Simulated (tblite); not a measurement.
Compound: C4H10BBrSi.
SMILES with atom numbers: `[CH3:1][B:2]([SiH3:3])/[C:4]([CH3:5])=[CH:6]\[Br:7]` (hydrogens: H8, H9, H10 on C1; H11, H12, H13 on Si3; H14, H15, H16 on C5; H17 on C6)

Computed with GFN2-xTB (tblite), gas phase: L-BFGS steps from a force-field or distance-geometry start until the largest atomic force falls under 0.01 eV/Å.

Step 8: E = -562.1207 eV
```
atom  x, y, z in Å  |  force x, y, z in eV/Å
C1      1.0177    1.2638   -1.1449   -0.013   0.062   0.016
B2      0.5618    0.1328   -0.1591   -0.119  -0.029  -0.141
Si3     1.8280   -0.9516    0.8743   -0.013   0.079  -0.024
C4     -0.9739   -0.0183    0.0937   -0.044  -0.064  -0.072
C5     -1.7353   -1.0544   -0.7004   -0.022   0.027   0.125
C6     -1.5943    0.7444    0.9874   -0.017  -0.086  -0.077
Br7    -0.6180    2.0382    1.9970   -0.082   0.003   0.043
H8      0.2753    1.5224   -1.9005    0.094  -0.034  -0.053
H9      1.1262    2.1592   -0.5268    0.059   0.028  -0.030
H10     1.9844    1.1055   -1.6217   -0.089  -0.003  -0.014
H11     1.3687   -2.3198    1.1394    0.001  -0.072   0.022
H12     3.1448   -1.0648    0.2395    0.071  -0.041   0.015
H13     2.0151   -0.3004    2.1730    0.093  -0.052   0.116
H14    -1.4721   -2.0616   -0.3617    0.043   0.177  -0.014
H15    -1.4816   -0.9863   -1.7611   -0.024   0.041   0.148
H16    -2.8109   -0.9273   -0.5790    0.041   0.004  -0.032
H17    -2.6430    0.7303    1.2408    0.022  -0.041  -0.027
```

Step 9: E = -562.1258 eV
```
atom  x, y, z in Å  |  force x, y, z in eV/Å
C1      1.0187    1.2684   -1.1485   -0.014   0.019   0.023
B2      0.5587    0.1340   -0.1672   -0.054  -0.072  -0.023
Si3     1.8305   -0.9505    0.8745   -0.078   0.067  -0.036
C4     -0.9773   -0.0190    0.0918   -0.019   0.010  -0.034
C5     -1.7388   -1.0551   -0.7007    0.027   0.020   0.184
C6     -1.5983    0.7426    0.9868    0.013  -0.044  -0.043
Br7    -0.6240    2.0410    2.0035   -0.108  -0.059  -0.016
H8      0.2789    1.5230   -1.9074    0.081   0.006  -0.039
H9      1.1296    2.1621   -0.5267    0.040   0.001  -0.070
H10     1.9845    1.1062   -1.6263   -0.083   0.006   0.006
H11     1.3714   -2.3221    1.1430    0.011  -0.013   0.000
H12     3.1493   -1.0682    0.2434    0.057  -0.033   0.009
H13     2.0225   -0.3080    2.1786    0.074  -0.046   0.077
H14    -1.4696   -2.0607   -0.3617    0.012   0.172  -0.012
H15    -1.4829   -0.9860   -1.7577   -0.021   0.040   0.051
H16    -2.8128   -0.9269   -0.5788    0.004  -0.014  -0.027
H17    -2.6472    0.7310    1.2435    0.057  -0.060  -0.046
```

Q: Estimate the geometry and energy of step 10. (The exact step hangs on the optimiser's Hessian estimate; all steps are aligned on step 9, rigid shifts and turns removed.)

A: E = -562.1292 eV, largest force 0.146 eV/Å
```
atom  x, y, z in Å  |  force x, y, z in eV/Å
C1      1.0190    1.2714   -1.1508   -0.019  -0.020   0.018
B2      0.5553    0.1342   -0.1734    0.012  -0.075   0.047
Si3     1.8310   -0.9486    0.8740   -0.076   0.032  -0.021
C4     -0.9800   -0.0190    0.0900    0.023   0.052  -0.011
C5     -1.7409   -1.0547   -0.6984    0.030   0.027   0.128
C6     -1.6011    0.7407    0.9856    0.013   0.020   0.017
Br7    -0.6309    2.0419    2.0079   -0.109  -0.085  -0.047
H8      0.2832    1.5240   -1.9133    0.049   0.035  -0.034
H9      1.1328    2.1642   -0.5282    0.024  -0.003  -0.078
H10     1.9832    1.1072   -1.6299   -0.052  -0.002   0.015
H11     1.3739   -2.3238    1.1457    0.018   0.039  -0.019
H12     3.1536   -1.0714    0.2468    0.016  -0.020   0.013
H13     2.0294   -0.3148    2.1839    0.053  -0.046   0.028
H14    -1.4677   -2.0575   -0.3619    0.011   0.101   0.021
H15    -1.4846   -0.9853   -1.7538   -0.014   0.042  -0.011
H16    -2.8139   -0.9272   -0.5792   -0.036  -0.019  -0.007
H17    -2.6494    0.7306    1.2449    0.058  -0.078  -0.059
```

The energy changes by -0.0034 eV. The first-order estimate −F·Δx gives -0.0049 eV and the mean of the old and new forces, exact on a quadratic surface, -0.0034 eV. The step makes an angle of 56° with the force vector and moves no atom by more than 0.011 Å.

The cost below is that of the whole relaxation. Time: 0.6 s of wall time. Hardware: one thread, Arm Neoverse V1 (aarch64), shared host with 32 logical CPUs at a one-minute load of 3.8.
